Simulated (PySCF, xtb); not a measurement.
SnH4, SMILES [SnH4].

Harmonic wavenumbers (cm⁻¹) from xtb with GFN2-xTB at its own minimum, in rising order: 675, 675, 675, 781, 781, 1685, 1926, 1926, 1927.

Question: What does B3LYP-D3(BJ)/def2-TZVPD (PySCF 2.14.0) give at its own minimum? (An estimate is asked for; the answer gives what the named calculation found.)

Answer: 683, 683, 683, 750, 750, 1933, 1935, 1935, 1935. Paired by order, the mean absolute difference is 40 cm⁻¹ and the zero-point energies are 15.8 and 16.1 kcal/mol.
